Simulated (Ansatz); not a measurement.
Basis sets compared for Mg4H6 (the lowest singlet isomer of a short search). The state is a singlet with charge 0. Geometry r2SCAN-D4/def2-SVP. Ansatz on 4 threads of Arm Neoverse V1 on a shared host; times are rough, and most runs start from earlier orbitals.

```xyz
10

Mg   -0.132    1.132    0.889
Mg    1.753   -0.723    2.303
Mg    1.470   -0.855   -0.472
Mg   -1.305   -0.285   -1.362
H    -2.720   -0.951   -2.058
H     0.478    0.770    2.591
H    -0.314   -0.754    0.424
H     1.565    0.934    0.149
H    -1.299    1.471   -0.467
H     0.503   -0.739   -1.997
```

The restricted singlet is unstable towards broken spin symmetry in Hartree–Fock (as tested in another run); at PBE-D4/def2-SVP, PBE-D4/def2-TZVP, PBE-D4/def2-TZVPD, r2SCAN-D4/def2-TZVP and others this wasn't settled. The structure comes from a short search, and lower isomers may exist.

Binding counts from free atoms (Mg singlet, H doublet) in the same basis, without a counterpoise term.

```
                          level  functions  energy (Eh)  HOMO (eV)  LUMO (eV)  binding per atom (eV)  wall time
                PBE-D4/def2-SVP        102    -803.0861      -4.62      -2.82                   1.65      1.2 s
               PBE-D4/def2-TZVP        164    -803.3822      -4.62      -2.81                   1.67      1.7 s
            r2SCAN-D4/def2-TZVP        164    -803.7804      -4.65      -2.61                   1.76      3.8 s
               PBE0-D4/def2-SVP        102    -803.1691      -5.27      -2.24                   1.66      1.2 s
PBE0-D4/def2-TZVP (with forces)        164    -803.4654      -5.26      -2.21                   1.68      3.1 s
```

Question: Estimate the rows for PBE-D4/def2-TZVPD, r2SCAN-D4/def2-TZVPD, PBE0-D4/def2-TZVPD.

Answer: 
| level | functions | energy (Eh) | HOMO (eV) | LUMO (eV) | binding per atom (eV) | wall time |
| --- | --- | --- | --- | --- | --- | --- |
| PBE-D4/def2-TZVPD | 194 | -803.3832 | -4.61 | -2.81 | 1.67 | 2.6 s |
| r2SCAN-D4/def2-TZVPD | 194 | -803.7812 | -4.65 | -2.61 | 1.77 | 4.9 s |
| PBE0-D4/def2-TZVPD | 194 | -803.4662 | -5.26 | -2.21 | 1.68 | 2.9 s |
